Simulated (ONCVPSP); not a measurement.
## Which change was made? (N, ONCV)

| Property | Result |
| --- | --- |
| Element | N |
| Generator | ONCVPSP 4.0.1 |
| Type | optimised norm-conserving Vanderbilt (ONCV) |
| Functional | LDA (Perdew-Wang 92) |
| Relativity | scalar-relativistic |
| Frozen core | [He] |
| Valence charge | 5 |
| Reference configuration | 2s2 2p3 |
| Partial waves | 2s: rc 1.10 bohr, ncon 4, nbas 8, qcut 5 1/bohr, local; 2p: rc 1.85 bohr, ncon 4, nbas 8, qcut 7.1 1/bohr, 2 projectors, debl 3.3 Ha; d scattering state at 0.05 Ha: rc 2.00 bohr, ncon 4, nbas 7, qcut 4.1 1/bohr, 1 projector |
| Local potential | the s channel |
| Core correction | Teter function fitted to the true core (icmod 2), fcfact 0.45 |

Cutoffs, loose and tight: the cutoffs (Ha) at which the residual kinetic energy of the hardest occupied pseudo-wave falls to 1 and 0.1 mHa per electron. They do not see the model core or the augmentation charge, which bear on the density cutoff. Test errors are all-electron minus pseudo excitation energies from the reference, over the configurations 2s2 2p2; 2s2 2p1; 2s2 2p0; 2s2 2p2.5; variants that change the core or the reference have their own tests.

The base gives: outcome: generated; cutoff, loose: 100 Ha; cutoff, tight: 142 Ha; bound ghosts: none; GHOST(+) flags above zero: none; largest test error (meV): +1513.

(1) After one change the result is: outcome: generated; cutoff, loose: 100 Ha; cutoff, tight: 142 Ha; bound ghosts: none; GHOST(+) flags above zero: none; largest test error (meV): +2552. Which change was it?
A. p: rc 1.24
B. p: rc 2.66
C. p: rc 2.34

Results:

(1) C. The others give: p: rc 2.66 → outcome: generated; cutoff, loose: 100 Ha; cutoff, tight: 142 Ha; bound ghosts: none; GHOST(+) flags above zero: none; largest test error (meV): +3374 | p: rc 1.24 → outcome: generated; cutoff, loose: 100 Ha; cutoff, tight: 142 Ha; bound ghosts: none; GHOST(+) flags above zero: none; largest test error (meV): +645.
